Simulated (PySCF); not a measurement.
Species: SiHMe2(vinyl), C4H10Si.
SMILES: `C[SiH](C=C)C`

The closed-shell ground state was solved at several levels (PySCF, density fitting, gas phase, non-relativistic). One conformer (not necessarily the lowest) at the PBE0-D3(BJ)/def2-SVP geometry, without solvent, vibrations or thermal averaging.

```csv
level,basis functions,total energy (Eh),HOMO (eV),LUMO (eV),gap (eV),dipole (D)
B3LYP/pcSseg-1,142,-447.9379,-7.46,-0.41,7.05,0.50
PBE0/pcSseg-1,142,-447.5805,-7.70,-0.20,7.50,0.50
```

**Question.** Estimate the row for B3LYP/def2-SVPD, a basis of 184 functions; the other rows only guide the guess.

**Answer.** Total energy -447.7635 Eh, HOMO -7.47 eV, LUMO -0.49 eV, gap 6.98 eV, dipole 0.52 D.

**Question.** Over all these levels, which gives the widest orbital gap and which the narrowest?

**Answer.** PBE0/pcSseg-1 (global hybrid, 25 % exact exchange) has the widest, 7.50 eV, and B3LYP/def2-SVPD (global hybrid, 20 % exact exchange) the narrowest, 6.98 eV. Functional and basis both differ between the two, so the spread mixes both effects.

**Question.** How far do the dipole and the HOMO energy spread over the levels?

**Answer.** The dipole runs from 0.50 to 0.52 D (mean 0.50 D) and the HOMO from -7.70 to -7.46 eV.
